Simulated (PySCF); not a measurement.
PySCF 2.14 output of an unrestricted BLYP calculation on a single atom or ion in dyall-acv3z (19s12p6d4f, 113 functions), with the spin-free X2C one-electron Hamiltonian (Gaussian nucleus):

```
SCF conv_tol = 1e-09
number electrons alpha = 9  beta = 6
    A. D. Becke.,  Phys. Rev. A 38, 3098 (1988)
    C. Lee, W. Yang, and R. G. Parr.,  Phys. Rev. B 37, 785 (1988)
    B. Miehlich, A. Savin, H. Stoll, and H. Preuss.,  Chem. Phys. Lett. 157, 200 (1989)
cycle= 1 E= -398.466499368126  delta_E= -0.016  |g|= 0.0206  |ddm|= 0.138
cycle= 2 E= -398.466652655785  delta_E= -0.000153  |g|= 0.011  |ddm|= 0.031
cycle= 3 E= -398.466693603748  delta_E= -4.09e-05  |g|= 0.00237  |ddm|= 0.0089
cycle= 4 E= -398.466694075268  delta_E= -4.72e-07  |g|= 0.000313  |ddm|= 0.000556
cycle= 5 E= -398.466694129492  delta_E= -5.42e-08  |g|= 2.15e-05  |ddm|= 0.000367
cycle= 6 E= -398.466694129677  delta_E= -1.85e-10  |g|= 9.51e-07  |ddm|= 2.22e-05
converged SCF energy = -398.466694129677  <S^2> = 3.7526565  2S+1 = 4.001328
```

The run itself started from symmetry-adapted Hartree-Fock orbitals and held the occupation by maximum overlap, on a logarithmic radial grid, so the iterations belong to that start.

Q: Which element, charge and spin multiplicity is this?

A: S⁺ (sulfur, charge +1), multiplicity 4; the state was [Ne] 3s1 3p4, high-spin 4P determinant (an excited configuration).
